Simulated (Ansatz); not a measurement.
Ansatz results at the PBE0-D4/def2-TZVP geometry: size of the dipole moment (ωB97M-V/def2-TZVPP) 1.88 D; size of the dipole moment (PBE/def2-TZVPP) 1.88 D; HOMO–LUMO gap (ωB97M-V/def2-TZVPP) 10.02 eV.

Each molecule was computed in one conformer, which needn't be the lowest.

**Question.** Which molecule gave them?
A. `C[N](C)[Ga]([NH2])[SH]`
B. `[CH3][Ga]([CH3])[F]`
C. `[CH3][Ga]([Br])[Br]`
D. `[NH2][Ga]([F])[O][SiH3]`

**Answer.** A. The others give `[CH3][Ga]([CH3])[F]`: 2.80, 2.70, 11.30; `[NH2][Ga]([F])[O][SiH3]`: 2.63, 2.67, 11.22; `[CH3][Ga]([Br])[Br]`: 2.57, 2.50, 10.83.
